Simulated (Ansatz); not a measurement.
Relaxation of Cl$_{2}$F$_{2}$H$_{4}$NOTa (11 atoms, charge 0, multiplicity 1), to a largest force component of 0.03 eV/Å in at most 50 steps.

Level of theory: RKS B3LYP/def2-SVP in Ansatz.

```xyz
11
Properties=species:S:1:pos:R:3:forces:R:3
Ta -0.339 0.525 -0.124 1.10 0.53 -0.20
N 2.927 -0.132 -0.302 -0.70 0.79 -0.07
H 3.464 -0.364 0.533 0.02 -0.01 0.03
H 3.345 -0.611 -1.098 0.01 -0.01 -0.02
F 0.302 0.707 1.643 0.03 0.00 0.03
Cl -0.211 -0.077 -2.390 0.00 0.01 0.01
O -2.047 1.206 0.019 0.02 0.00 -0.01
H -2.724 1.778 0.397 0.01 -0.02 -0.02
F -0.550 -1.299 0.288 0.00 -0.01 0.00
Cl 1.005 2.509 -0.602 -0.60 -0.52 0.14
H 3.006 0.891 -0.462 0.11 -0.76 0.10
```

Where does it end, and by what steps?

The run converged. The force dipped under the threshold on the way, but the program's further checks kept it going. After 11 steps the energy has fallen by 0.951 eV; H4 moved furthest, 0.83 Å. Joined: Ta1–N2 (3.34 → 2.36 Å).

| step | energy less start (eV) | largest force component (eV/Å) | accepted |
| --- | --- | --- | --- |
| 0 | 0.0000 | 1.101 | yes |
| 1 | -0.2738 | 0.724 | yes |
| 2 | -0.5390 | 0.951 | yes |
| 3 | -0.7988 | 0.906 | yes |
| 4 | -0.8798 | 1.382 | yes |
| 5 | -0.8672 | 1.003 | no |
| 6 | -0.9322 | 0.202 | yes |
| 7 | -0.9428 | 0.155 | yes |
| 8 | -0.9500 | 0.036 | yes |
| 9 | -0.9508 | 0.018 | yes |
| 10 | -0.9504 | 0.157 | no |
| 11 | -0.9509 | 0.012 | yes |

```xyz
11
Properties=species:S:1:pos:R:3
Ta 0.109 0.618 -0.104
N 2.374 -0.019 -0.292
H 2.691 -0.449 0.581
H 2.525 -0.690 -1.049
F 0.711 0.856 1.687
Cl 0.077 0.044 -2.416
O -1.676 1.081 0.106
H -2.592 1.363 0.169
F 0.003 -1.239 0.301
Cl 0.985 2.779 -0.607
H 2.972 0.790 -0.473
```

The run took 26 s on 4 threads of Intel(R) Xeon(R) 6975P-C (Granite Rapids), on a shared host, peak memory 0.47 GiB.
